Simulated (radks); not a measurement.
Values are calculated unless marked as measured or tabulated.
These are the eigenvalues of the occupied orbitals of an atom or ion with whole-number occupations (eV). Level of theory: scalar-relativistic Kohn-Sham, LB94 model potential, spin-polarised, spherical densities, finite nucleus; Fermi nuclear charge, rms radius of each element as measured or else 0.836 A^(1/3) + 0.57 fm (a radial shooting solver on a logarithmic mesh with Libxc functionals).

1s down: -4162.350
1s up: -4158.138
2s up: -829.8718
2s down: -813.8662
2p up: -777.5103

Which element is it, and in what charge state? The configuration may be excited. Open shells, if any, are filled with parallel spins first.

Answer. Z = 19, potassium, charge +13: K13+ in [He] 2s2 2p2. The list shows which subshells hold electrons but not how many an open one holds; the 1s level, -152.96 hartree, gives Z - s = 17.5 by -(Z - s)^2/2, which with screening and relativity narrows Z to a few neighbours, and the depths of the outer levels then fix element, charge and occupations together.
